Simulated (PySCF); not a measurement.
# Working out the excitation energy of Nb

Nb [Kr] 4d4 5s1 (6D) → Nb [Kr] 4d3 5s2 (4F). All numbers are calculated (PySCF 2.14, a scalar-relativistic core potential, in aug-cc-pVDZ-PP with ECP28MDF (5s5p4d2f, 54 functions)). Frozen: 4s2 4p6. Energies in hartree (1 hartree = 27.21139 eV):

| part | Nb (lower) | Nb (upper) |
| --- | --- | --- |
| UHF | -56.147420 | -56.119465 |
| MP2 opposite-spin | 0.000000 | -0.036029 |
| MP2 same-spin | -0.042572 | -0.021174 |

Problem. What does Hartree-Fock give?

Solution. (-56.119465) − (-56.147420) = 0.027955 hartree = 0.761 eV.

Problem. What do MP2 and SCS-MP2 (6/5 opposite-spin, 1/3 same-spin) give?

Solution. The opposite-spin parts differ by -0.980 eV and the same-spin parts by 0.582 eV. MP2: 0.761 + (-0.980) + (0.582) = 0.363 eV. SCS-MP2: 0.761 + 1.2 × (-0.980) + (0.582)/3 = -0.221 eV.

Measured between the centres of the two terms (NIST): 0.184 eV, so MP2 (valence) is off by 0.179 eV.

A double-zeta basis recovers only part of the correlation energy.

What remains against the reference includes basis incompleteness, the frozen core and correlation beyond second order.
